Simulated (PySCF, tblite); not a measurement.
Isomers of C2H14N2Si3. Method: GFN2-xTB as coded in tblite; computed harmonic values from a numerical Hessian at the method's own geometry, unscaled. Errors from tens to a few hundred cm⁻¹ against measured bands are possible. Modes of hydrogen on silicon can be 10 to 20 % off. One conformer each.

Electronic energies: PBE0/pcSseg-1 single points on the GFN2-xTB geometries (PySCF, gas phase).

```
                   SMILES  electronic energy, lowest = 0 (kcal/mol)
CN[Si@@H](C[SiH3])[SiH2]N                                      10.5
 CN[Si@H](N)C[SiH2][SiH3]                                       0.0
 CN([SiH3])C[SiH2]N[SiH3]                                      18.0
```

**Question.** How do GFN2-xTB zero-point energies change the relative energies?

**Answer.** 
```json
{"SMILES": "CN[Si@H](N)C[SiH2][SiH3]", "ZPE (kcal/mol)": "96.9", "of it from modes above 1550 cm⁻¹": "54.9", "electronic (kcal/mol)": "0.0", "with ZPE, lowest = 0 (kcal/mol)": "0.0", "lowest mode (cm⁻¹)": "25", "rings": "0"}
{"SMILES": "CN[Si@@H](C[SiH3])[SiH2]N", "ZPE (kcal/mol)": "96.7", "of it from modes above 1550 cm⁻¹": "54.7", "electronic (kcal/mol)": "10.5", "with ZPE, lowest = 0 (kcal/mol)": "10.3", "lowest mode (cm⁻¹)": "29", "rings": "0"}
{"SMILES": "CN([SiH3])C[SiH2]N[SiH3]", "ZPE (kcal/mol)": "94.5", "of it from modes above 1550 cm⁻¹": "51.4", "electronic (kcal/mol)": "18.0", "with ZPE, lowest = 0 (kcal/mol)": "15.6", "lowest mode (cm⁻¹)": "14", "rings": "0"}
```

The zero-point energies span 2.4 kcal/mol, from `CN([SiH3])C[SiH2]N[SiH3]` to `CN[Si@H](N)C[SiH2][SiH3]`. The order is unchanged.

**Question.** And how do the electronic energies of GFN2-xTB itself compare?

**Answer.** `CN[Si@H](N)C[SiH2][SiH3]` 38.6; `CN[Si@@H](C[SiH3])[SiH2]N` 37.8; `CN([SiH3])C[SiH2]N[SiH3]` 0.0 kcal/mol, lowest = 0. Against the energies above, taken from the same isomer `CN[Si@H](N)C[SiH2][SiH3]`, the largest difference is 56.6 kcal/mol.
